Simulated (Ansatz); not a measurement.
def2 core potentials replace the inner electrons of Sn.

Species: Sn10H16 nanodot `[SnH2]1[SnH]2[SnH2][SnH]3[SnH2][SnH]1[SnH2][SnH]([SnH2]2)[SnH2]3` (charge 0, multiplicity 1).

Q: Give a relaxed geometry from PBE-D3(BJ)/def2-SVP (Ansatz, a program for electronic structure).

A: the end point of this relaxation (outside a Z-matrix the atoms follow the SMILES, hydrogens last).
Z-matrix (Å, degrees):
```
Sn
H 1 1.7427
Sn 1 2.8182 2 109.56
H 3 1.7374 1 109.97 2 58.94
H 3 1.7375 4 107.27 1 119.48
Sn 3 2.8181 4 109.96 5 119.61
H 6 1.7428 3 109.54 4 -58.73
Sn 6 2.8185 7 109.69 3 119.94
H 8 1.7375 6 109.91 7 58.96
H 8 1.7376 9 107.28 6 119.64
Sn 1 2.8185 2 109.54 3 -119.91
H 11 1.7376 1 109.94 2 58.74
H 11 1.7376 12 107.29 1 119.50
Sn 1 2.8185 2 109.60 11 -120.07
H 14 1.7375 1 109.95 2 58.60
H 14 1.7375 15 107.32 1 119.51
Sn 14 2.8186 15 110.13 16 119.58
H 17 1.7427 14 109.76 15 -58.86
Sn 17 2.8185 18 109.57 14 -120.34
H 19 1.7375 17 109.81 18 -58.82
H 19 1.7376 20 107.27 17 -119.59
Sn 19 2.8183 20 109.97 21 -119.61
H 22 1.7426 19 109.56 20 59.26
Sn 6 2.8188 7 109.61 3 -119.95
H 24 1.7375 6 110.04 7 -58.93
H 24 1.7375 25 107.19 17 119.50
```
